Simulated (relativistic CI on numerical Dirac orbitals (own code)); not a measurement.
Calculated at this level of theory: Dirac-Coulomb-Breit CI, orbitals from a KLI potential per configuration, model QED, unscaled Slater integrals (own radial code, finite nucleus).

The strongest absorption lines from the ground level of an ion, among the configurations computed and to levels below about 894 eV (vacuum wavelength in nm, gf): 1.3891 (0.44), 1.4017 (0.48), 1.4086 (0.57), 1.4098 (0.51), 1.4115 (0.47), 1.4317 (0.9), 1.7814 (0.66), 4.8204 (1).

Q: Which ion is it?
A. Xe²⁵⁺
B. Xe²⁷⁺
C. Ce³¹⁺
D. Sn²³⁺

A: B. Xe²⁷⁺ has 27 electrons and the ground level 3s²3p⁶3d⁹ ²D5/2; the strongest line goes to 3s²3p⁵3d¹⁰ ²P°3/2. The pattern of lines fixes the number of electrons, and along that sequence the line energies rise steadily with the charge (about as its square where n changes within one kind of shell, about linearly where n is kept but much faster in heavy ions where fine structure, which grows about as Z⁴, sets the gap, and irregularly where shells cross), which fixes Z. Configurations outside the model, such as inner-shell arrays, can give stronger lines. At this charge energies of transitions that change n are usually good to better than 1 %, and those within a shell (Δn = 0) to a few per cent.

LS names give the leading component of a level, which can be under half, so a name can repeat, a term be missing and a line seem to break the LS rules.
